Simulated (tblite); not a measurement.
A geometry optimisation, step by step.

Species: C₄H₇BrF₂Si.
Numbering: `[F:1][C@@H:2]1[CH2:3][C@@H:4]([Br:5])[CH2:6][Si@@H:7]1[F:8]` (hydrogens: H9 on C2; H10, H11 on C3; H12 on C4; H13, H14 on C6; H15 on Si7)

Computed with GFN2-xTB (tblite), gas phase: L-BFGS steps from a force-field or distance-geometry start until the largest atomic force falls under 0.01 eV/Å. 13 of its 73 geometries are shown.

Step 0: E = -747.0193 eV, largest atomic force 2.711 eV/Å
```
atom  x, y, z in Å  |  force x, y, z in eV/Å
F1      1.258   -1.319   -1.489    0.609  -0.403  -0.067
C2      1.136   -0.826   -0.198    1.283   0.323  -0.346
C3     -0.190   -1.240    0.309   -0.513  -2.262   1.233
C4     -1.108   -0.100    0.521   -2.706  -0.038  -0.167
Br5    -0.958    0.614    2.324   -0.024  -0.029   0.379
C6     -0.877    1.010   -0.440    1.231   1.167  -0.292
Si7     1.007    1.036   -0.372    0.768   1.823  -0.736
F8      1.715    1.623   -1.751   -0.469  -0.447   1.097
H9      1.999   -1.125    0.436   -0.450  -0.422  -0.679
H10    -0.672   -1.959   -0.388    0.400   0.330   0.170
H11    -0.050   -1.794    1.264   -0.243   0.102  -0.419
H12    -2.178   -0.422    0.395    0.626   0.009   0.581
H13    -1.207    0.808   -1.456   -0.469   0.038   0.169
H14    -1.246    1.955   -0.029   -0.455  -0.246  -0.581
H15     1.366    1.748    0.854    0.411   0.056  -0.341
```

Step 6: E = -747.4743 eV, largest atomic force 0.349 eV/Å
```
atom  x, y, z in Å  |  force x, y, z in eV/Å
F1      1.346   -1.360   -1.478   -0.116   0.059  -0.054
C2      1.146   -0.803   -0.218    0.100  -0.104   0.052
C3     -0.206   -1.274    0.337   -0.046  -0.087  -0.070
C4     -1.176   -0.101    0.510   -0.063  -0.020   0.166
Br5    -0.983    0.596    2.358   -0.047  -0.048  -0.020
C6     -0.849    1.043   -0.441   -0.118  -0.019   0.056
Si7     1.042    1.109   -0.363   -0.094  -0.028  -0.027
F8      1.725    1.629   -1.725   -0.043   0.008   0.222
H9      1.979   -1.195    0.363    0.069  -0.003   0.211
H10    -0.632   -1.970   -0.391   -0.002  -0.001  -0.010
H11    -0.080   -1.826    1.279   -0.044   0.171  -0.245
H12    -2.220   -0.431    0.455    0.176   0.079   0.013
H13    -1.247    0.826   -1.431    0.074  -0.115  -0.104
H14    -1.327    1.962   -0.113   -0.111   0.032   0.024
H15     1.478    1.803    0.836    0.265   0.075  -0.215
```

Step 12: E = -747.5217 eV, largest atomic force 0.136 eV/Å
```
atom  x, y, z in Å  |  force x, y, z in eV/Å
F1      1.345   -1.350   -1.478    0.019   0.072   0.060
C2      1.154   -0.809   -0.208   -0.098  -0.001   0.042
C3     -0.214   -1.274    0.317   -0.028  -0.029   0.053
C4     -1.181   -0.099    0.519   -0.031  -0.067   0.036
Br5    -0.996    0.578    2.373    0.060  -0.011  -0.037
C6     -0.868    1.046   -0.433   -0.036  -0.085   0.046
Si7     1.025    1.108   -0.341    0.063  -0.030  -0.038
F8      1.725    1.645   -1.679    0.012   0.049  -0.122
H9      1.977   -1.212    0.393   -0.104   0.080  -0.035
H10    -0.634   -1.973   -0.412   -0.022   0.105  -0.005
H11    -0.097   -1.818    1.254   -0.021  -0.054  -0.005
H12    -2.221   -0.429    0.474    0.000  -0.009  -0.059
H13    -1.230    0.793   -1.432    0.069  -0.037  -0.012
H14    -1.383    1.958   -0.132    0.022  -0.050   0.010
H15     1.595    1.843    0.763    0.093   0.065   0.066
```

Step 18: E = -747.5363 eV, largest atomic force 0.088 eV/Å
```
atom  x, y, z in Å  |  force x, y, z in eV/Å
F1      1.344   -1.326   -1.465    0.011   0.003   0.029
C2      1.136   -0.798   -0.194    0.024   0.017   0.014
C3     -0.228   -1.279    0.321    0.028   0.017  -0.028
C4     -1.190   -0.109    0.531    0.029   0.017  -0.081
Br5    -0.981    0.569    2.371    0.007   0.009   0.049
C6     -0.864    1.030   -0.424    0.014   0.034  -0.010
Si7     1.034    1.122   -0.338   -0.015  -0.020   0.028
F8      1.716    1.658   -1.689   -0.057  -0.022  -0.034
H9      1.954   -1.195    0.411    0.011   0.006   0.018
H10    -0.650   -1.951   -0.430   -0.007  -0.013  -0.023
H11    -0.112   -1.843    1.247   -0.031  -0.065  -0.020
H12    -2.229   -0.434    0.466   -0.014   0.020   0.049
H13    -1.199    0.765   -1.431    0.021  -0.009   0.033
H14    -1.394    1.935   -0.135    0.000   0.008  -0.026
H15     1.659    1.865    0.737   -0.020  -0.004   0.001
```

Step 24: E = -747.5428 eV, largest atomic force 0.103 eV/Å
```
atom  x, y, z in Å  |  force x, y, z in eV/Å
F1      1.360   -1.313   -1.446    0.061  -0.043  -0.017
C2      1.137   -0.793   -0.175    0.020  -0.002  -0.017
C3     -0.234   -1.283    0.312   -0.027   0.014   0.000
C4     -1.185   -0.108    0.532   -0.018   0.036   0.095
Br5    -0.965    0.565    2.384    0.039  -0.019  -0.040
C6     -0.858    1.032   -0.419    0.002  -0.018   0.005
Si7     1.037    1.126   -0.329   -0.039   0.032   0.000
F8      1.669    1.646   -1.714   -0.016  -0.027   0.024
H9      1.953   -1.183    0.436    0.000  -0.035   0.039
H10    -0.654   -1.937   -0.457    0.009   0.052  -0.078
H11    -0.143   -1.884    1.217    0.010   0.034   0.030
H12    -2.230   -0.419    0.487   -0.012  -0.013  -0.012
H13    -1.170    0.747   -1.428   -0.021   0.019  -0.006
H14    -1.402    1.936   -0.152    0.014  -0.022   0.000
H15     1.679    1.877    0.730   -0.023  -0.007  -0.024
```

Step 30: E = -747.5497 eV, largest atomic force 0.096 eV/Å
```
atom  x, y, z in Å  |  force x, y, z in eV/Å
F1      1.411   -1.322   -1.419    0.010  -0.007   0.056
C2      1.146   -0.792   -0.159   -0.031  -0.021   0.037
C3     -0.241   -1.279    0.296   -0.016  -0.013  -0.014
C4     -1.186   -0.103    0.546    0.001  -0.025  -0.017
Br5    -0.922    0.555    2.390    0.026  -0.001  -0.004
C6     -0.861    1.028   -0.412   -0.009   0.023  -0.017
Si7     1.028    1.126   -0.322    0.073  -0.033  -0.048
F8      1.613    1.621   -1.734    0.050   0.018  -0.015
H9      1.942   -1.184    0.480   -0.024   0.038   0.021
H10    -0.654   -1.884   -0.516   -0.005  -0.010   0.041
H11    -0.171   -1.907    1.187   -0.007  -0.004  -0.096
H12    -2.234   -0.409    0.510    0.041  -0.020   0.019
H13    -1.158    0.735   -1.421   -0.066  -0.013  -0.028
H14    -1.406    1.934   -0.165   -0.040   0.040   0.058
H15     1.685    1.890    0.715   -0.003   0.026   0.010
```

Step 36: E = -747.5667 eV, largest atomic force 0.202 eV/Å
```
atom  x, y, z in Å  |  force x, y, z in eV/Å
F1      1.565   -1.381   -1.289    0.014  -0.011   0.038
C2      1.159   -0.791   -0.097   -0.001   0.032  -0.069
C3     -0.265   -1.267    0.230    0.086  -0.076   0.010
C4     -1.172   -0.092    0.562    0.065  -0.097  -0.054
Br5    -0.764    0.528    2.389   -0.026  -0.008  -0.005
C6     -0.876    1.037   -0.409   -0.039  -0.057   0.078
Si7     1.028    1.123   -0.349   -0.198   0.006   0.039
F8      1.547    1.569   -1.804    0.104   0.001   0.035
H9      1.882   -1.148    0.646   -0.083   0.143  -0.031
H10    -0.671   -1.761   -0.656    0.042  -0.022  -0.046
H11    -0.253   -1.993    1.039   -0.057  -0.116   0.086
H12    -2.217   -0.410    0.587    0.001   0.123   0.030
H13    -1.211    0.721   -1.406    0.017   0.148   0.103
H14    -1.425    1.937   -0.135    0.090  -0.025  -0.069
H15     1.670    1.936    0.670   -0.015  -0.042  -0.144
```

Step 42: E = -747.5968 eV, largest atomic force 0.090 eV/Å
```
atom  x, y, z in Å  |  force x, y, z in eV/Å
F1      1.690   -1.440   -1.168   -0.018   0.015   0.086
C2      1.155   -0.788   -0.066    0.004  -0.035  -0.014
C3     -0.278   -1.287    0.178   -0.017   0.024   0.008
C4     -1.154   -0.110    0.569   -0.057   0.044   0.033
Br5    -0.641    0.500    2.378   -0.038  -0.075  -0.021
C6     -0.900    1.035   -0.397    0.029   0.017  -0.008
Si7     1.000    1.115   -0.391   -0.018  -0.007   0.027
F8      1.571    1.539   -1.833   -0.002  -0.033  -0.029
H9      1.807   -1.057    0.773   -0.014   0.061  -0.062
H10    -0.670   -1.689   -0.762    0.081  -0.028   0.027
H11    -0.320   -2.080    0.931    0.034   0.037  -0.063
H12    -2.202   -0.394    0.651   -0.071   0.000   0.019
H13    -1.289    0.757   -1.381    0.017   0.023   0.013
H14    -1.422    1.942   -0.092    0.058  -0.035   0.036
H15     1.648    1.966    0.587    0.013  -0.007  -0.051
```

Step 48: E = -747.6045 eV, largest atomic force 0.094 eV/Å
```
atom  x, y, z in Å  |  force x, y, z in eV/Å
F1      1.728   -1.463   -1.109   -0.013   0.016   0.005
C2      1.150   -0.780   -0.051    0.013  -0.040   0.004
C3     -0.287   -1.283    0.159    0.037  -0.086  -0.006
C4     -1.164   -0.112    0.571    0.029  -0.076   0.006
Br5    -0.615    0.462    2.377   -0.032  -0.008   0.048
C6     -0.905    1.036   -0.388   -0.008   0.022   0.028
Si7     0.994    1.111   -0.406    0.033   0.009  -0.034
F8      1.564    1.510   -1.855   -0.029  -0.029  -0.051
H9      1.781   -1.012    0.812   -0.027   0.002   0.029
H10    -0.649   -1.669   -0.799   -0.007   0.027   0.003
H11    -0.332   -2.100    0.881   -0.001   0.034   0.021
H12    -2.216   -0.387    0.674    0.035  -0.002  -0.070
H13    -1.304    0.772   -1.369   -0.025   0.034  -0.014
H14    -1.406    1.942   -0.062   -0.031   0.069   0.013
H15     1.657    1.979    0.542    0.027   0.029   0.015
```

Step 54: E = -747.6141 eV, largest atomic force 0.116 eV/Å
```
atom  x, y, z in Å  |  force x, y, z in eV/Å
F1      1.798   -1.495   -1.010    0.051   0.030   0.037
C2      1.153   -0.774   -0.022    0.037   0.081   0.041
C3     -0.285   -1.288    0.127   -0.006   0.116   0.005
C4     -1.158   -0.125    0.570   -0.010   0.054  -0.033
Br5    -0.611    0.378    2.401   -0.065   0.030  -0.044
C6     -0.905    1.058   -0.358   -0.002  -0.036   0.004
Si7     0.996    1.111   -0.441   -0.003  -0.044   0.011
F8      1.510    1.426   -1.933   -0.037  -0.006   0.043
H9      1.722   -0.950    0.899    0.020  -0.049  -0.077
H10    -0.618   -1.623   -0.860   -0.043  -0.036   0.053
H11    -0.346   -2.126    0.823   -0.023  -0.017  -0.044
H12    -2.213   -0.394    0.654    0.018  -0.029  -0.013
H13    -1.341    0.831   -1.336    0.027   0.017   0.043
H14    -1.389    1.966    0.000    0.044  -0.063   0.052
H15     1.684    2.013    0.465   -0.009  -0.047  -0.079
```

Step 60: E = -747.6234 eV, largest atomic force 0.109 eV/Å
```
atom  x, y, z in Å  |  force x, y, z in eV/Å
F1      1.849   -1.488   -0.956   -0.032   0.039   0.040
C2      1.163   -0.759    0.002    0.045  -0.097  -0.019
C3     -0.276   -1.278    0.117   -0.002  -0.061  -0.012
C4     -1.165   -0.131    0.562   -0.022   0.002  -0.013
Br5    -0.693    0.320    2.425   -0.028   0.049  -0.018
C6     -0.896    1.076   -0.323    0.003   0.009  -0.028
Si7     1.001    1.107   -0.458   -0.005  -0.005   0.002
F8      1.435    1.353   -1.987    0.003   0.022  -0.017
H9      1.710   -0.928    0.936   -0.014   0.011  -0.025
H10    -0.605   -1.615   -0.871    0.034   0.042  -0.001
H11    -0.351   -2.128    0.798    0.020  -0.016   0.017
H12    -2.217   -0.413    0.594   -0.032  -0.013   0.031
H13    -1.341    0.891   -1.305   -0.026   0.019   0.013
H14    -1.363    1.975    0.075    0.037  -0.025   0.020
H15     1.747    2.029    0.368    0.021   0.023   0.011
```

Step 66: E = -747.6259 eV, largest atomic force 0.031 eV/Å
```
atom  x, y, z in Å  |  force x, y, z in eV/Å
F1      1.861   -1.494   -0.941   -0.008  -0.008  -0.002
C2      1.166   -0.761    0.005   -0.016  -0.010   0.005
C3     -0.273   -1.283    0.116   -0.003  -0.017   0.001
C4     -1.169   -0.137    0.556    0.002  -0.015   0.015
Br5    -0.716    0.326    2.421    0.000   0.012   0.005
C6     -0.896    1.076   -0.321    0.008  -0.001   0.002
Si7     1.001    1.101   -0.469    0.012   0.029  -0.002
F8      1.435    1.345   -2.000   -0.017   0.005   0.018
H9      1.706   -0.919    0.944    0.005  -0.004   0.004
H10    -0.596   -1.613   -0.876    0.023   0.003   0.001
H11    -0.346   -2.134    0.796   -0.001   0.003  -0.011
H12    -2.221   -0.423    0.586    0.006  -0.001  -0.009
H13    -1.364    0.920   -1.296   -0.007  -0.001  -0.010
H14    -1.340    1.972    0.106    0.001   0.017  -0.004
H15     1.749    2.032    0.350   -0.004  -0.012  -0.015
```

Step 72: E = -747.6262 eV, largest atomic force 0.010 eV/Å
```
atom  x, y, z in Å  |  force x, y, z in eV/Å
F1      1.861   -1.495   -0.937   -0.003  -0.002   0.006
C2      1.166   -0.762    0.009    0.002   0.006   0.004
C3     -0.273   -1.283    0.116    0.005   0.001   0.002
C4     -1.169   -0.138    0.557    0.001  -0.002   0.002
Br5    -0.721    0.326    2.423   -0.001  -0.001  -0.004
C6     -0.895    1.077   -0.319    0.000  -0.001   0.001
Si7     1.001    1.101   -0.468   -0.001  -0.007  -0.007
F8      1.423    1.343   -2.001   -0.002   0.004  -0.001
H9      1.706   -0.920    0.948    0.002  -0.001  -0.002
H10    -0.589   -1.609   -0.879   -0.004   0.000  -0.001
H11    -0.347   -2.137    0.792   -0.003   0.003  -0.002
H12    -2.222   -0.425    0.583    0.003   0.000  -0.001
H13    -1.363    0.922   -1.294    0.001   0.003   0.003
H14    -1.338    1.974    0.108   -0.002  -0.002  -0.003
H15     1.757    2.033    0.341    0.001  -0.001   0.004
```

Problem. Summarise the path.

Solution. The energy falls by 0.6068 eV from step 0 to step 72; nine tenths of that is first reached at step 36. It falls at every step. The largest force goes from 2.711 to 0.010 eV/Å. Among the bonds C2–Si7 changes most (a near tie, within 0.001 Å, with another), from 1.874 to 1.930 Å; the atoms move by 0.449 Å rms after alignment.

The cost below is that of the whole relaxation. Hardware: Intel Xeon at 2.50 GHz, one thread, on a shared host. Cost: 1.9 s wall.
